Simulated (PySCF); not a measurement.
Computed IR spectrum (relative IR intensity) of a molecule C3H8O2Si. The structure is a stationary point at PBE-D3(BJ)/def2-SVP. The values are those of a single conformer. Level of theory: PBE-D3(BJ)/def2-SVP in PySCF 2.14.0. Frequencies are harmonic and unscaled.

Lines under 2 % of the strongest are left out, and lines within 2 cm⁻¹ are merged.

```tsv
ν (cm⁻¹)	relative intensity
240	9.4
303	19
357	38
399	4.2
518	20
638	12
728	6.0
787	28
822	100
882	46
884	97
960	9.8
976	11
1009	6.7
1118	93
1170	49
1366	8.3
1426	5.1
1620	4.6
2187	63
2918	38
2989	18
3037	13
3049	6.9
3067	2.7
3149	2.4
3751	27
```

Task: Which structure fits?
A. C[Si@@H]1OC[C@H]1O
B. COC(=O)C[SiH3]
C. CCC1O[SiH2]O1
D. C=C[Si@@H](O)OC

Result: D, C=C[Si@@H](O)OC
